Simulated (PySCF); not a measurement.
CsI, SMILES [I][Cs] (connectivity only; charge and spin as stated), charge +1, multiplicity 2.

Coordinates come from a B3LYP-D3(BJ)/def2-TZVPD optimisation. The spin state was assumed, not searched. The def2 effective core potentials stand for the cores of Cs, I; spin–orbit coupling is left out.

Computed with IEF-PCM-PBE0/def2-TZVPD (PySCF).

The values are the electrostatic part of the solvation free energy, E(continuum) − E(gas) at the gas-phase geometry, in a cavity of scaled van der Waals radii (PySCF's table); cavitation and dispersion terms are not included. A continuum can't describe solvent molecules that bind to the metal.

```csv
solvent,ε,ΔG(elec) (kcal/mol)
water,78.36,-39.6
tetrahydrofuran,7.43,-34.6
chlorobenzene,5.70,-32.9
```
